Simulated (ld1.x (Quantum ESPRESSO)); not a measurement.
## How hard is this Fe ultrasoft potential?

- Element: iron (Fe)
- Generator: ld1.x (Quantum ESPRESSO) 7.5
- Type: ultrasoft
- Functional: revPBE
- Relativity: scalar-relativistic
- Frozen core: [Ar]
- Valence charge: 8
- Reference configuration: 3d6 4s2 4p0
- Partial waves: 4s (bound): rcut 2.55, rcutus 2.70 bohr; 4s channel at 3 Ry: rcut 2.55, rcutus 2.70 bohr; 4p (bound, empty): rcut 2.60, rcutus 3.35 bohr; 4p channel at 2.3 Ry: rcut 2.60, rcutus 3.35 bohr; 3d (bound): rcut 1.55, rcutus 1.75 bohr; 3d channel at 2.85 Ry: rcut 1.55, rcutus 1.75 bohr
- Local potential: all-electron potential smoothed inside 2.35 bohr (lloc = -1)
- Core correction: Bessel-smoothed model core, default radius (core density twice the valence density)
- Augmentation charge: PSQ, inside the norm-conserving radii

The pseudo-atom Hamiltonian at the reference potential is diagonalised in spherical Bessel functions j_l(qr) that vanish at 20 bohr, with q² up to the cutoff. All-electron valence levels (Ry): 4s -0.3844, 4p -0.0955, 3d -0.5474.

How do the lowest levels (Ry) of each channel move with the cutoff, and are there ghosts?

```csv
cutoff (Ry),s #1,s #2,p #1,p #2,d #1,f #1,f #2,Σ f·Δε (mRy)
8,-0.3843,-0.0025,-0.0955,0.0441,0.0530,0.1079,0.2295,3602.9
12,-0.3844,-0.0025,-0.0955,0.0441,0.0527,0.1079,0.2295,3601.2
18,-0.3844,-0.0025,-0.0955,0.0441,-0.1600,0.1079,0.2295,2324.8
25,-0.3844,-0.0025,-0.0955,0.0441,-0.5093,0.1079,0.2295,228.9
35,-0.3844,-0.0025,-0.0955,0.0441,-0.5468,0.1079,0.2295,4.0
45,-0.3844,-0.0025,-0.0955,0.0441,-0.5470,0.1079,0.2295,2.8
55,-0.3844,-0.0025,-0.0955,0.0441,-0.5474,0.1079,0.2295,0.5
70,-0.3844,-0.0025,-0.0955,0.0441,-0.5474,0.1079,0.2295,0.3
400,-0.3844,-0.0025,-0.0955,0.0441,-0.5474,0.1079,0.2295,0.0
```

Result: no extra level below or beside the all-electron valence levels (s, p, d, f tested); 10 mRy is reached at 35 Ry and 1 mRy at 55 Ry.

Its largest configuration-test error is -1292 meV.
